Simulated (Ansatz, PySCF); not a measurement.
Members of the series Al-XY, Y = chloro; each row names its spin state. Isolated molecules, 0 K electronic values unless said otherwise. One relaxed conformer stands for each flexible species; it need not be the lowest. Strings in code marks are SMILES.

Quantity: adiabatic spin-state energy, in eV. HF references are unrestricted for open shells and restricted for singlets. The restricted reference of `[Cl][Al-][Cl]`, `[OH][Al-][Cl]`, `N#[C][Al-][Cl]`, `[SH][Al-][Cl]` and `[AlH-][Cl]` is unstable towards unrestricted orbitals. Levels without diffuse functions put anions too high.

Level 1: frozen-core CCSD(T)/aug-cc-pVTZ // PBE0-D3(BJ)/def2-TZVPD (Ansatz, an electronic-structure program)
Level 2: PBE-D3(BJ)/def2-TZVPD // PBE0-D3(BJ)/def2-TZVPD (PySCF)
Level 3: PBE/6-31G* // PBE0-D3(BJ)/def2-TZVPD (PySCF)
Level 4: SVWN5/6-31G* // PBE0-D3(BJ)/def2-TZVPD (PySCF)

| species | level 1 | level 2 | level 3 | level 4 |
|---|---|---|---|---|
| `[OH][Al-][Cl]`: multiplicity 3 minus multiplicity 1 | 1.94 | 1.92 | 1.98 | 2.13 |
| `N#[C][Al-][Cl]`: multiplicity 3 minus multiplicity 1 | 1.42 | 1.24 | 1.25 | 1.34 |
| `[AlH-][Cl]`: multiplicity 3 minus multiplicity 1 | 1.12 | 1.05 | 1.04 | 1.15 |
| `[SH][Al-][Cl]`: multiplicity 3 minus multiplicity 1 | 1.71 | 1.61 | 1.64 | 1.79 |
| `[Cl][Al-][Cl]`: multiplicity 3 minus multiplicity 1 | 1.88 | 1.83 | 1.88 | 2.02 |
